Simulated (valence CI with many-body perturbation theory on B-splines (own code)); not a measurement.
**Te XXXVIII: E2, M1, M2 decay**

Method: relativistic CI+MBPT: five valence electrons over a frozen Dirac-Fock core [Ne], a basis of 9 s, 9 p, 8 d, 6 f, 3 g, 1 h functions for each j, with the one-electron correlation potential Σ1 (screened to all orders), the two-electron term Σ2, the three-electron term Σ3, Breit, model QED; selected single and double excitations, second order for the rest (own B-spline code, finite nucleus).

The last digits are not significant, and no measured levels were compared; by estimate large intervals hold to a few tenths of a per cent, small ones and those within an open d or f shell to about a per cent. Among the levels kept, up to 530 cm⁻¹ of a level comes from second order outside the variational space, and about a tenth of that is noise between levels of different J, which matters for small intervals.

Lines 1 to 16 of 16 in falling wavelength, among levels below 2706300 cm⁻¹, chosen from the decays that carry over 1 % of a level's rate. Wavelengths and rates use the calculated energies. Electric multipoles are in the length gauge, E1 and E2 with the static RPA response of the core. Weak lines are less certain than strong ones. Lines between different terms over intervals too small for the method are left out, as are lines whose strength nearly cancels. Branching is blank where the lifetime is uncertain.

Levels are named by their leading jj configuration (3d3/2^4 stands for four electrons in 3d with j = 3/2), which in mixed levels can hold well under half, so a name can repeat and another be missing. Letters in brackets count levels of one name in rising energy.

| λ vac (Å) | Upper | Lower | Type | A (s⁻¹) | Branch % |
| --- | --- | --- | --- | --- | --- |
| 1557 | (3s^2 3p1/2 3p3/2 3d5/2) J=9/2 | (3s^2 3p1/2 3p3/2 3d5/2) J=7/2 [a] | M1 | 1.22e+03 |  |
| 769.2 | (3s^2 3p1/2 3p3/2 3d5/2) J=9/2 | (3s^2 3p1/2 3p3/2 3d3/2) J=7/2 | M1 | 2.76e+04 |  |
| 256.1 | (3s^2 3p3/2^2 3d5/2) J=9/2 | (3s^2 3p1/2 3p3/2 3d5/2) J=7/2 [b] | M1 | 5.38e+05 | 20.1 |
| 229.4 | (3s^2 3p1/2 3p3/2 3d5/2) J=9/2 | (3s^2 3p1/2^2 3d5/2) J=5/2 | E2 | 1.25e+03 |  |
| 211.4 | (3s^2 3p1/2 3p3/2^2) J=3/2 | (3s^2 3p1/2^2 3p3/2) J=3/2 | M1 | 2.19e+06 | 99.9 |
| 207.9 | (3s^2 3p3/2^3) J=3/2 | (3s^2 3p1/2 3p3/2^2) J=1/2 | M1 | 5.51e+05 | 11.1 |
| 196.6 | (3s^2 3p3/2^2 3d5/2) J=9/2 | (3s^2 3p1/2 3p3/2 3d5/2) J=9/2 | M1 | 1.08e+06 | 40.2 |
| 186.7 | (3s^2 3p1/2 3p3/2^2) J=5/2 | (3s^2 3p1/2^2 3p3/2) J=3/2 | M1 | 4.02e+05 | 97.5 |
| 186.7 | (3s^2 3p1/2 3p3/2^2) J=5/2 | (3s^2 3p1/2^2 3p3/2) J=3/2 | E2 | 9.21e+03 | 2.2 |
| 179.2 | (3s^2 3p3/2^3) J=3/2 | (3s^2 3p1/2 3p3/2^2) J=5/2 | M1 | 8.08e+05 | 16.2 |
| 174.5 | (3s^2 3p3/2^2 3d5/2) J=9/2 | (3s^2 3p1/2 3p3/2 3d5/2) J=7/2 [a] | M1 | 9.29e+05 | 34.6 |
| 170.9 | (3s^2 3p1/2 3p3/2 3d5/2) J=9/2 | (3s 3p1/2^2 3p3/2^2) J=5/2 | E2 | 2.10e+03 |  |
| 163.2 | (3s^2 3p1/2 3p3/2^2) J=1/2 | (3s^2 3p1/2^2 3p3/2) J=3/2 | M1 | 1.78e+06 | 99.2 |
| 161.1 | (3s^2 3p3/2^3) J=3/2 | (3s^2 3p1/2 3p3/2^2) J=3/2 | M1 | 3.59e+06 | 72.0 |
| 156.6 | (3s^2 3p3/2^2 3d5/2) J=9/2 | (3s^2 3p1/2 3p3/2 3d3/2) J=7/2 | M1 | 1.16e+05 | 4.3 |
| 77.68 | (3s^2 3p1/2 3p3/2 3d5/2) J=9/2 | (3s^2 3p1/2 3p3/2^2) J=5/2 | M2 | 1.68e+03 |  |
